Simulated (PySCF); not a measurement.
NMR data sheet: C9H14Si

```yaml
Formula: C9H14Si
SMILES: CCC1=C[SiH2]C=C1C1CC1
Point_group_of_the_computed_structure: C1
Degrees_of_unsaturation: 4
Carbon_signals: 8
Proton_signals: 8
```

Numbering as in the mapped SMILES `[CH3:1][CH2:2][C:3]1=[CH:4][SiH2:5][CH:6]=[C:7]1[CH:8]1[CH2:9][CH2:10]1`. Hydrogens are named by the atom that carries them. Ha(C9), Ha(C10) are cis to C7 on the ring; Hb(C9), Hb(C10) are trans to C7 on the ring.

PySCF 2.14.0 with density-fitted response routines calculation with GFN2-xTB structure and NMR shieldings at PBE0/pcSseg-1/GIAO; non-relativistic, averaged over atoms made equivalent by symmetry, fast rotation or ring inversion, isolated molecule, a single conformation.

Referencing at the same level of theory: TMS for $^{1}$H (31.72 ppm) and $^{13}$C (186.93 ppm) and $^{29}$Si (349.16 ppm).

| carbon | δC, type | δH (multiplicity) | HMBC from (2–3 bonds) | span of the C tensor (ppm) |
| --- | --- | --- | --- | --- |
| C1 | 13.1, CH3 | 1.31 (t) | H(C2) | 16 |
| C2 | 29.6, CH2 | 2.67 (q) | H(C4), H(C1) | 17 |
| C3 | 173.0, C | – | H(C6), H(C4), H(Si5), H(C2), H(C8), H(C1) | 233 |
| C4 | 123.2, CH | 5.70 (t) | H(C6), H(Si5), H(C2) | 204 |
| C6 | 126.4, CH | 5.71 (t) | H(C4), H(Si5), H(C8) | 201 |
| C7 | 173.2, C | – | H(C6), H(C4), H(Si5), H(C2), H(C8), Hb(C9)/Hb(C10), Ha(C9)/Ha(C10) | 233 |
| C8 | 17.8, CH | 1.64 (m) | H(C6), Hb(C9)/Hb(C10), Ha(C9)/Ha(C10) | 72 |
| C9/C10 | 8.1, CH2 | Ha(C9) 0.49 (m); Hb(C9) 0.73 (m) | H(C8), Hb(C9)/Hb(C10), Ha(C9)/Ha(C10) | 59 |

Other nuclei:
```json
{"atoms": "H(Si5)", "nucleus": "$^{1}$H", "environment": "hydrogen on a silicon bonded to 2 C, in a 5-membered ring", "δ (ppm)": "4.53", "σ (ppm)": "27.18"}
{"atoms": "Si5", "nucleus": "$^{29}$Si", "environment": "silicon bonded to 2 C, 2 H, in a 5-membered ring", "δ (ppm)": "-48.9", "σ (ppm)": "398.0"}
```

- Carbon types of the structure: 2 × C, 3 × CH, 3 × CH2, 1 × CH3, leaving 2 H on heteroatoms.
- δC 173.2, 173.0: fully substituted alkene carbon.
- δC 126.4, 123.2: alkene CH; the olefinic region.
- δC 29.6: allylic sp3 CH2; a saturated carbon with 2 carbon neighbours and no heteroatom attached.
- δC 17.8, 8.1: three-membered-ring carbon; carbons of three-membered rings are unusually shielded.
- δH 2.67: hydrogen on an allylic sp3 CH2; allylic position.

Shifts are as computed. Against solution values, carbons near 30 ppm lie about +3 ppm off and those near 130 ppm about +5 ppm. Of 1211 compounds with measured shifts, 218 miss one by over three times the rms of a fit or turn the order of signals round; such compounds aren't used in these exercises. No couplings were computed; multiplicities are counted from neighbouring protons, with m where these are inequivalent, close in shift, in a saturated or five-membered ring or joined by F or P, and br s for small geminal =CH2 splittings.
